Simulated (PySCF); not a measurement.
Compound: C6H12FO (doublet state).
Z-matrix (Å and degrees, GFN2-xTB geometry), rows numbered from 1:
```
C 
O   1  1.4024
C   2  1.4172  1  116.92
C   3  1.5311  2  104.64  1  -172.59
C   3  1.5315  2  112.86  1   -53.21
C   3  1.5629  2  110.32  1    70.81
C   6  1.4742  3  114.77  2   -65.12
F   7  1.3568  6  116.83  3   133.68
H   1  1.0885  2  106.39  3  -163.75
H   1  1.0954  2  112.16  3    76.42
H   1  1.1065  2  109.77  3   -44.79
H   4  1.0862  3  109.63  2   -55.22
H   4  1.0861  3  110.82  2  -176.04
H   4  1.0865  3  109.61  2    63.43
H   5  1.0863  3  109.62  2  -172.64
H   5  1.0878  3  109.61  2   -53.47
H   5  1.0857  3  111.52  2    67.12
H   6  1.0915  3  107.87  2    55.57
H   6  1.0976  3  106.02  2   171.87
H   7  1.0783  6  123.83  3   -79.61
```

The hyperfine couplings belong to this conformer and change with its torsions.

The species is `COC(C)(C)C[CH]F` [radical].

Computed, not measured: UKS B3LYP, pcH-1 on C F H O, non-relativistic, mean-field spin-orbit, GIAO (PySCF 2.14.0). Isolated species at its GFN2-xTB geometry (one conformer only). The geometry wasn't refined by DFT: couplings that depend on bond lengths, twists or pyramidal angles can differ widely from those at the functional's own minimum. Stability of the SCF solution: not tested.

(1) The isotropic 13C couplings, averaged over equivalent nuclei, are +191.4, +37.4, +27.0, -16.6, -1.6 MHz. Assign them to C1; C3; C4/C5; C6; C7.

## Answers

(1) 
```json
{"site": "C1", "a_iso (MHz)": "+37.4", "ρ(0) (bohr⁻³)": "+0.0333", "position": "4 bonds from C7", "distance from C7 (Å)": "2.92", "spin population": "+0.05", "largest |T| (MHz)": "13.4"}
{"site": "C3", "a_iso (MHz)": "+27.0", "ρ(0) (bohr⁻³)": "+0.0240", "position": "2 bonds from C7", "distance from C7 (Å)": "2.56", "spin population": "+0.03", "largest |T| (MHz)": "8.6"}
{"site": "C4/C5", "a_iso (MHz)": "-1.6", "ρ(0) (bohr⁻³)": "-0.0014", "position": "3 bonds from C7", "distance from C7 (Å)": "3.46", "spin population": "0.00", "largest |T| (MHz)": "0.9"}
{"site": "C6", "a_iso (MHz)": "-16.6", "ρ(0) (bohr⁻³)": "-0.0147", "position": "1 bond from C7", "distance from C7 (Å)": "1.47", "spin population": "-0.07", "largest |T| (MHz)": "3.8"}
{"site": "C7", "a_iso (MHz)": "+191.4", "ρ(0) (bohr⁻³)": "+0.1703", "position": "largest spin population", "distance from C7 (Å)": "0.00", "spin population": "+0.90", "largest |T| (MHz)": "162.3"}
```

ρ(0) is the spin density at the nucleus and T the dipolar tensor; entries for several nuclei are means. Largest spin populations (Mulliken): C7 (+0.90), C6 (-0.07), F8 (+0.07) and H19 (+0.06). C7 is the only atom above +0.15. The positive populations add up to 1.13 and the negative ones to -0.13, together 2S = 1. The angles at C7 add up to 352.3°, so it is slightly pyramidal.

Examples of negative spin density at the nucleus (bohr⁻³): C6 (-0.0147), H20 (-0.0078) and C4/C5 (-0.0014).

Means are taken over nuclei equivalent by connectivity, which assumes that they swap fast. The three 1H nuclei of mean +0.8 MHz run from -4.2 to 3.9 MHz in the frozen geometry. The 1H value of +62.0 MHz is a mean of couplings from 2.0 to 122.0 MHz in this one geometry, not an average over conformers.
